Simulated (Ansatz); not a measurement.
# A barrier at the coupled-cluster level

Start structure (BH6ClO2, closed shell), relaxed at PBE0-D4/def2-TZVP:

| atom | x (Å) | y (Å) | z (Å) |
| --- | --- | --- | --- |
| B1 | -1.1155 | -0.0247 | -0.7924 |
| Cl2 | 0.3090 | -0.9889 | -1.5754 |
| H3 | -2.1455 | -0.6166 | -0.9472 |
| H4 | -1.0638 | 1.1247 | -1.1209 |
| H5 | 0.1223 | 0.2627 | 0.9226 |
| O6 | -0.8337 | -0.0311 | 0.7653 |
| H7 | 1.6694 | 0.2316 | -0.2109 |
| O8 | 1.6258 | 0.6519 | 0.6687 |
| H9 | -0.9347 | -0.9250 | 1.1119 |
| H10 | 2.3666 | 0.3151 | 1.1782 |

The step: BH₂Cl ([BH2][Cl]) + H₂O + H₂O → BH₃O ([BH2][OH]) + HCl + H₂O; bonds formed: Cl2–H7, H5–O8; dative contacts that become bonds: B1–O6; bonds broken: B1–Cl2, H5–O6, H7–O8. Ansatz 0.2.0; basis: def2-TZVPP and def2-QZVPP; cores frozen in the correlated methods. Extrapolation: Hartree–Fock as exp(−7.88 √X), correlation as X^−2.97. Energies below are by CCSD(T) at an estimated basis limit (MP2 extrapolated from triple and quadruple zeta, plus CCSD(T) − MP2 in triple zeta).

(1) What are the electronic barrier and the energy of the step, from the start structure to the end structure? (Judge from chemistry; the value comes from the calculation.)

The T1 diagnostic stays at or below 0.012.

Answers

(1) The calculation gives: Barrier 0.582 eV; step energy 0.235 eV (uphill); reverse barrier, their difference, 0.347 eV. Barrier and step energy count from the start structure, the reverse barrier from the end structure.

The saddle point: One imaginary mode of 381i cm⁻¹.
```csv
pair,start (Å),saddle (Å),end (Å)
B1–O6,1.58,1.43,1.36
Cl2–H7,2.28,1.54,1.32
H5–O8,1.57,1.02,0.97
B1–Cl2,1.89,2.26,3.12
H5–O6,1.01,1.55,1.92
H7–O8,0.98,1.22,1.69
```

Zero-point energy (harmonic, PBE0-D4): ZPE is 2.047 eV at the start and 1.911 eV at the saddle, so the barrier goes from 0.582 to 0.446 eV.

First-order rate constant out of the start structure at 498 K by transition-state theory, with harmonic vibrational free energies alone and no tunnelling: ΔA‡ = 0.509 eV, so k = (kB T/h) exp(−ΔA‡/kB T) ≈ 10^8 s⁻¹ (an order of magnitude at best: rotation, the number of equivalent paths and anharmonicity are left out).

The step is the kind of ligand exchange by which a precursor binds to a hydroxyl group, or is hydrolysed, in atomic layer deposition of oxides.

Labels in which every atom is bracketed show which atoms are joined, not bond orders.

For scale, one of the runs: CCSD(T)/def2-TZVPP, 219 basis functions, launched by `ansatz run in.yaml --threads 4 --pin off --events-out ev --progress --plain --max-ram 9574MiB`. The run took 77 s on 4 CPU threads of an Arm Neoverse V1 (shared host), with 3.4 GiB of host memory at its peak.
